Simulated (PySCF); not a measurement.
Cost of excited-state runs on `O=C[C@@H]1C[SiH2][C@H](Br)C1`, C5H9BrOSi

Geometry:
```json
{"atom": "O1", "x (Å)": "-0.323", "y (Å)": "-1.023", "z (Å)": "2.035"}
{"atom": "C2", "x (Å)": "-1.084", "y (Å)": "-0.946", "z (Å)": "1.111"}
{"atom": "C3", "x (Å)": "-0.650", "y (Å)": "-0.881", "z (Å)": "-0.329"}
{"atom": "C4", "x (Å)": "0.851", "y (Å)": "-1.150", "z (Å)": "-0.422"}
{"atom": "Si5", "x (Å)": "1.629", "y (Å)": "0.435", "z (Å)": "0.290"}
{"atom": "C6", "x (Å)": "0.071", "y (Å)": "1.490", "z (Å)": "-0.144"}
{"atom": "Br7", "x (Å)": "-0.755", "y (Å)": "2.250", "z (Å)": "1.479"}
{"atom": "C8", "x (Å)": "-0.897", "y (Å)": "0.546", "z (Å)": "-0.845"}
{"atom": "H9", "x (Å)": "-2.178", "y (Å)": "-0.903", "z (Å)": "1.264"}
{"atom": "H10", "x (Å)": "-1.249", "y (Å)": "-1.594", "z (Å)": "-0.906"}
{"atom": "H11", "x (Å)": "1.134", "y (Å)": "-1.304", "z (Å)": "-1.463"}
{"atom": "H12", "x (Å)": "1.112", "y (Å)": "-2.051", "z (Å)": "0.127"}
{"atom": "H13", "x (Å)": "2.742", "y (Å)": "0.922", "z (Å)": "-0.533"}
{"atom": "H14", "x (Å)": "1.934", "y (Å)": "0.450", "z (Å)": "1.710"}
{"atom": "H15", "x (Å)": "0.277", "y (Å)": "2.364", "z (Å)": "-0.759"}
{"atom": "H16", "x (Å)": "-1.939", "y (Å)": "0.843", "z (Å)": "-0.705"}
{"atom": "H17", "x (Å)": "-0.684", "y (Å)": "0.565", "z (Å)": "-1.917"}
```

PySCF with density fitting, on 1 thread of an Arm Neoverse V1, shared host. Command: `OMP_NUM_THREADS=1 python excited_run.py task.json out`

(1) How long does each of these runs take, and how much memory?
- magnetisability and related constants, BP86/pcSseg-1; usual settings
- magnetisability and related constants, HF/pcSseg-1; isotopologues

Results:

(1) 
```
                                  run          level  basis functions  wall time  peak memory (GiB)
magnetisability and related constants  BP86/pcSseg-1              212       68 s               0.86
magnetisability and related constants    HF/pcSseg-1              212       32 s                  1
```
Times from a shared host are rough.
